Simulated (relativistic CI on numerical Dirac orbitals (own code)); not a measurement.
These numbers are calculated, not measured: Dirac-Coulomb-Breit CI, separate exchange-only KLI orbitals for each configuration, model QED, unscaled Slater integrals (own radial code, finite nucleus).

The strongest absorption lines from the ground level of an ion, among the configurations computed and to levels below about 13900 eV (vacuum wavelength in Å, gf): 0.8945 (0.045), 0.8988 (0.026), 0.9923 (0.1), 1.0026 (0.065), 1.2990 (0.38), 1.3421 (0.27), 10.364 (0.22), 73.367 (0.014).

Which ion is it?
A. Er65+
B. Er67+
C. Er63+
D. Ta70+

A. Er65+ has 3 electrons and the ground level 2s 2S_1/2; the strongest line goes to 3p 2P°_3/2. The pattern of lines fixes the number of electrons, and along that sequence the line energies rise steadily with the charge (about as its square where n changes within one kind of shell, about linearly where n is kept but much faster in heavy ions where fine structure, which grows about as Z⁴, sets the gap, and irregularly where shells cross), which fixes Z. Configurations outside the model, such as inner-shell arrays, can give stronger lines. At this charge energies of transitions that change n are usually good to better than 1 %, and those within a shell (Δn = 0) to a few per cent.
